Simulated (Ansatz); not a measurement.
CuPH4S⁺, that is Cu(PH3)(SH) with one electron fewer. Charge 1, multiplicity 2. Geometry PBE-D4/def2-TZVP, that of the neutral singlet; atoms count from 1.

Cartesian coordinates in Å:
```
Cu -0.6260 0.1926 -0.6584
P 0.6808 -0.6198 0.8637
H 2.0929 -0.5826 0.6938
H 0.5709 -1.9975 1.1972
H 0.6461 -0.1055 2.1899
S -1.9509 0.9337 -2.1614
H -1.4137 2.1790 -2.1248
```

Question: Estimate the Mulliken populations from the PBE0/def2-TZVP orbitals of Ansatz.

Answer: 
```csv
atom,charge (e),spin (α − β),d electrons
Cu1,0.10,0.09,9.78
P2,0.02,-0.01,–
H3,0.17,0.00,–
H4,0.17,0.00,–
H5,0.17,0.00,–
S6,0.13,0.94,–
H7,0.24,-0.02,–
```
Mulliken values depend strongly on the basis.

Question: Where does the spin sit?

Answer: Summed by element: Cu 0.09, P -0.01, H -0.02, S 0.94, of 1 unpaired in all. Largest on single atoms: S6 0.94, Cu1 0.09, H7 -0.02.

Question: And the Mayer bond orders between heavy atoms (over 0.3)?

Answer: Cu1–P2 0.88 (2.16 Å); Cu1–S6 0.96 (2.14 Å).
